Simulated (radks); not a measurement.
Results of a calculation; reference values are marked as such.
Problem. Radial electron density D(r) = 4 pi r^2 rho(r) of an atom or ion with 63 electrons. Code: a radial shooting solver on a logarithmic mesh with Libxc functionals. Model: scalar-relativistic Kohn-Sham, PBE, spin-polarised, spherical densities, finite nucleus; Fermi nuclear charge, rms radius of each element as measured or else 0.836 A^(1/3) + 0.57 fm.

| r (bohr) | D(r) (e/bohr) | spin D(r) |
|---|---|---|
| 0.001444 | 7.460 | 0.000395 |
| 0.001957 | 11.96 | 0.000627 |
| 0.002652 | 18.71 | 0.000969 |
| 0.003594 | 28.38 | 0.00144 |
| 0.00487 | 41.22 | 0.00202 |
| 0.006601 | 56.54 | 0.00261 |
| 0.009018 | 72.22 | 0.00295 |
| 0.01222 | 83.00 | 0.00264 |
| 0.01656 | 85.04 | 0.00138 |
| 0.02245 | 79.20 | -0.000452 |
| 0.03042 | 75.58 | -0.00115 |
| 0.04123 | 86.81 | 0.00142 |
| 0.05588 | 107.8 | 0.00653 |
| 0.07573 | 111.3 | 0.0128 |
| 0.1026 | 91.49 | 0.0469 |
| 0.1391 | 87.54 | 0.228 |
| 0.1885 | 100.3 | 0.853 |
| 0.2555 | 75.31 | 2.44 |
| 0.3463 | 42.82 | 5.25 |
| 0.4693 | 48.41 | 7.95 |
| 0.636 | 42.28 | 8.19 |
| 0.8619 | 21.22 | 6.11 |
| 1.178 | 12.19 | 3.45 |
| 1.596 | 7.559 | 1.54 |
| 2.163 | 3.022 | 0.831 |
| 2.931 | 1.047 | 0.680 |
| 3.973 | 0.4304 | 0.406 |
| 5.384 | 0.1149 | 0.114 |
| 7.297 | 0.01256 | 0.0126 |
| 9.889 | 0.0003739 | 0.000374 |

What is the nuclear charge?

Solution. Z = 64. The innermost maximum, from 1s, lies near gamma/Z bohr with gamma = sqrt(1 - (Z/c)^2) = 0.884, here 0.0138 bohr (found: 0.0152), and its height grows with Z. The density is that of the gadolinium ion Gd+ in [Xe] 4f7 5d1 6s1; the configuration itself is not fixed sharply by these data, and Z only to a few units. D(r) has 4 maxima, at r = 0.0152, 0.0677, 0.189, 0.517 bohr, and minima at 0.0290, 0.123, 0.372 bohr, inside which lie 1.94, 11.11, 29.37 electrons.
